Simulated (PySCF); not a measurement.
aminoborane (BH₄N), SMILES BN. Heavy atoms are numbered as in [BH2:1][NH2:2]. Hydrogens are named by the atom that carries them.

Geometry optimised at B3LYP-D3(BJ)/def2-TZVP.

Computed with PySCF with r2SCAN/def2-TZVPD.

Mulliken values depend strongly on the basis, most of all with diffuse functions as here. ESP charges are fitted to the potential on shells at 1.4 to 2.0 van der Waals radii. Atomic charges (e), one atom of each kind:

```csv
atom,ESP fit,Mulliken
B1 (BH2),0.33,0.00
N2 (NH2),-0.86,-0.29
H on B1,-0.11,-0.03
H on N2,0.38,0.18
```
